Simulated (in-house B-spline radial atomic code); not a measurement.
# BP86 excitations of Sb³⁺

Method: BP86. Computed with a B-spline radial code for spherical atoms: linear response of the closed shell [Kr] 4d10 5s2 with the functional's adiabatic kernel; scalar-relativistic (spin-free one-electron X2C), finite nucleus, no spin-orbit coupling, no double excitations, S, P, D and F terms only; shells from n = 3 respond. Only terms of natural parity with L up to 3 were computed.

Command:
```bash
python run_td.py task.json out
```
Settings (radii: box in bohr, nucleus in fm):
```
Z                        51
electrons                48
configuration            [Kr] 4d10 5s2
hamiltonian              x2c
method                   b88,p86
box_radius               23.08
rms_radius               4.6802
intervals                72
```

Cost of the run: 1.1 s on 1 thread of Intel(R) Xeon(R) 6975P-C (Granite Rapids), with other jobs on the host.

The lowest states, in the order of their Tamm-Dancoff energies; the method's threshold (minus the highest occupied level) is 39.11 eV. Labels give the largest channel, * marks a mixed state, and oscillator strengths are full-response dipole values. Semilocal kernels can invert the small singlet-triplet splittings of Rydberg terms. Energies in eV:

```json
{"state": "5s → 5p 3P", "full response": "?", "Tamm-Dancoff": "?", "oscillator strength": "-"}
{"state": "5s → 5p 1P", "full response": "12.006", "Tamm-Dancoff": "12.509", "oscillator strength": "1.58"}
{"state": "5s → 5d 3D", "full response": "21.797", "Tamm-Dancoff": "21.828", "oscillator strength": "-"}
{"state": "5s → 5d 1D", "full response": "22.437", "Tamm-Dancoff": "22.461", "oscillator strength": "-"}
{"state": "5s → 6s 3S", "full response": "23.455", "Tamm-Dancoff": "23.460", "oscillator strength": "-"}
{"state": "5s → 6s 1S", "full response": "23.869", "Tamm-Dancoff": "23.897", "oscillator strength": "-"}
{"state": "5s → 6p 3P", "full response": "26.515", "Tamm-Dancoff": "26.522", "oscillator strength": "-"}
{"state": "5s → 6p 1P", "full response": "26.670", "Tamm-Dancoff": "26.713", "oscillator strength": "0.0262"}
{"state": "5s → 4f 3F", "full response": "27.551", "Tamm-Dancoff": "27.590", "oscillator strength": "-"}
{"state": "5s → 4f 1F", "full response": "27.957", "Tamm-Dancoff": "27.972", "oscillator strength": "-"}
{"state": "5s → 6d 3D", "full response": "30.51", "Tamm-Dancoff": "30.51", "oscillator strength": "-"}
{"state": "5s → 6d 1D", "full response": "30.65", "Tamm-Dancoff": "30.66", "oscillator strength": "-"}
{"state": "5s → 7s 3S", "full response": "?", "Tamm-Dancoff": "?", "oscillator strength": "-"}
{"state": "5s → 7s 1S", "full response": "30.84", "Tamm-Dancoff": "30.85", "oscillator strength": "-"}
```

Question: Where does 5s → 7s 3S lie?

Answer: At 30.74 eV in full response, 30.75 eV in Tamm-Dancoff.

Question: Where does 5s → 5p 3P lie?

Answer: At 8.757 eV in full response, 8.868 eV in Tamm-Dancoff.

Question: How large is the singlet-triplet splitting of 5s → 5p (P terms) in Tamm-Dancoff?

Answer: 3.64 eV, from the unrounded values.

Question: What polarisabilities and dispersion coefficient does the method give?

Answer: Dipole 10.33 bohr³, quadrupole 29.14 bohr⁵, C6 49.59 hartree·bohr⁶ for two such species.
